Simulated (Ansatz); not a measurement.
`C[SiH2]C(=O)O` → `C1OC[SiH2]O1`  (isomerisation)

Gas-phase electronic energies from Ansatz, PBE0-D4/def2-TZVP geometries. CBS: MP2 limit from def2 TZ/QZ plus the TZ coupled-cluster correction, frozen cores. Functionals use def2-TZVPP. B3LYP here is the variant with VWN-RPA as its local correlation; programs differ in this. Each species was taken in one conformer, which may not be the lowest.

**Question.** Is it downhill or uphill in electronic energy at CCSD(T)/CBS, and by how much? (An estimate is asked.)

**Answer.** The calculation gave: Uphill: ΔE = +18.0 kJ/mol.

**Question.** What do these levels give: B3LYP-D4, r2SCANh-D4, PBE, HF/def2-SVP, HF/def2-TZVPP, CCSD/def2-TZVPP? (Best estimate.)

**Answer.** The calculation gave: B3LYP-D4 30.4, r2SCANh-D4 24.4, PBE 40.0, HF/def2-SVP 28.2, HF/def2-TZVPP 17.4, CCSD/def2-TZVPP 15.4 kJ/mol.

Largest T1 diagnostic among the species: 0.015.

From BLYP to BHLYP (50 % exact exchange), in def2-TZVPP and without D4, ΔE moves by −34.5 kJ/mol. Leaving LDA and LC-ωPBE aside and taking each functional with its dispersion term where it has one, the values, not all of them listed here, spread over 31.6 kJ/mol, from PBE-QIDH to BLYP-D4. LDA lies −29.0 kJ/mol from PBE without D4. The D4 term adds −3.5 kJ/mol with B3LYP and −1.5 kJ/mol with PBE0; it sums over pairs of atoms, weighted by their polarisabilities, and B3LYP, whose exchange is more repulsive, gets the larger term.
